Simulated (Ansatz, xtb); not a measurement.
C3H13B2NO: which of two structures lies lower

We compare a, a singlet given by its coordinates, with b, `CBCO[B@H-](C)[NH3+]`, a singlet. Both are isolated molecules in the gas phase, relaxed with PBE0-D3(BJ)/def2-SVP; the shapes shown needn't be the lowest conformers.

a (Å):

```
atom    x (Å)    y (Å)    z (Å)
   C   1.5220   1.1690   1.3881
   C   0.9661  -0.4317  -0.8810
   C  -0.1417  -1.3416  -0.3792
   B   0.5185   0.6259   0.2820
   B  -1.7172  -0.5613   1.5174
   N  -2.5423   0.5819   0.7012
   O  -0.4039  -0.6119   0.8413
   H   2.1681   1.9545   0.9595
   H   2.1825   0.3746   1.7740
   H   1.0020   1.6187   2.2509
   H  -0.2792   1.5001  -0.1339
   H   0.8656  -0.1260  -1.9309
   H   1.9658  -0.8649  -0.7287
   H  -1.0430  -1.3468  -1.0185
   H   0.1108  -2.3854  -0.1322
   H  -2.3159  -1.6198   1.4164
   H  -1.5903  -0.1347   2.6511
   H  -3.2165   1.0687   1.2898
   H  -1.8096   1.2471   0.3814
   H  -3.0271   0.2352  -0.1266
```

Close contacts (Å): C1–B4 1.59, C2–C3 1.52, C2–B4 1.63, C3–O7 1.45, B4–O7 1.64, B5–N6 1.63, B5–O7 1.48, C1–H8 1.10, C1–H9 1.10, C1–H10 1.10, C2–H12 1.10, C2–H13 1.10, C3–H14 1.11, C3–H15 1.10, B4–H11 1.25, B5–H16 1.22, B5–H17 1.22, N6–H18 1.02.

b (Å):

```yaml
atoms:
  - { symbol: C, position_ang: [-1.8718, 1.9616, 1.3597] }
  - { symbol: C, position_ang: [-1.2003, 1.1208, -1.1462] }
  - { symbol: C, position_ang: [1.7683, 1.2674, -3.4620] }
  - { symbol: B, position_ang: [-0.9086, 1.2093, 0.3856] }
  - { symbol: B, position_ang: [1.0697, 1.2287, -2.0168] }
  - { symbol: N, position_ang: [1.9799, 0.1560, -1.0953] }
  - { symbol: O, position_ang: [-0.2414, 0.6458, -2.0355] }
  - { symbol: H, position_ang: [-2.8130, 2.3053, 0.9043] }
  - { symbol: H, position_ang: [-1.3263, 2.8580, 1.7128] }
  - { symbol: H, position_ang: [-2.0918, 1.3798, 2.2693] }
  - { symbol: H, position_ang: [0.0615, 0.6536, 0.8827] }
  - { symbol: H, position_ang: [-1.6153, 2.1012, -1.4755] }
  - { symbol: H, position_ang: [-2.0976, 0.4565, -1.1882] }
  - { symbol: H, position_ang: [1.1480, 2.2838, -1.3660] }
  - { symbol: H, position_ang: [1.2447, 1.9900, -4.1085] }
  - { symbol: H, position_ang: [2.8286, 1.5753, -3.4382] }
  - { symbol: H, position_ang: [1.7111, 0.2903, -3.9760] }
  - { symbol: H, position_ang: [2.9554, 0.4378, -1.0002] }
  - { symbol: H, position_ang: [1.5569, 0.0855, -0.1675] }
  - { symbol: H, position_ang: [1.9434, -0.7657, -1.5334] }
```

**Question.** Estimate which is lower in electronic energy at CCSD(T)/def2-SVP + ΔMP2/def2-TZVPP, and by roughly how much.

**Answer.** The CCSD(T)/def2-SVP + ΔMP2/def2-TZVPP calculation puts structure a lower, by 9.7 kJ/mol.

The same difference at several levels:

| level | geometry | E(b) − E(a) (kJ/mol) | departure from the last row (kJ/mol) | job, with rough time for the two |
| --- | --- | --- | --- | --- |
| PBE0-D3(BJ)/def2-SVP | PBE0-D3(BJ)/def2-SVP | +16.1 | +6.4 | optimisation, 3.9 min |
| HF/def2-SVP | PBE0-D3(BJ)/def2-SVP | −21.5 | −31.3 | part of the CCSD(T) run |
| MP2/def2-SVP | PBE0-D3(BJ)/def2-SVP | +23.0 | +13.2 | part of the CCSD(T) run |
| CCSD(T)/def2-SVP | PBE0-D3(BJ)/def2-SVP | +19.7 | +10.0 | single point |
| CCSD(T)/def2-SVP + ΔMP2/def2-TZVPP | PBE0-D3(BJ)/def2-SVP | +9.7 |  | single point, 2.5 min |

HF/def2-SVP puts the two in the other order. The largest departure from CCSD(T)/def2-SVP + ΔMP2/def2-TZVPP is that of HF/def2-SVP, 31.3 kJ/mol. Levels run at GFN2-xTB geometries aren't shown. The last row adds to CCSD(T) the change of the MP2 difference between the two basis sets, here −10.0 kJ/mol.

With thermal terms from frequencies at re-optimised GFN2-xTB minima (ideal gas, soft modes damped towards free rotors, one conformer each, 298.15 K, 1 atm): the zero-point term adds −10.0 kJ/mol; ΔH is +5.4 and ΔG −7.8 kJ/mol. The free energy reverses the electronic order.

The correlated steps freeze 7 core orbitals. Mirror images aren't counted in ΔG. Run with Ansatz 0.2.0, xtb 6.7.1; the last row on 2 threads of Intel(R) Xeon(R) Platinum 8488C (Sapphire Rapids) on a shared host.
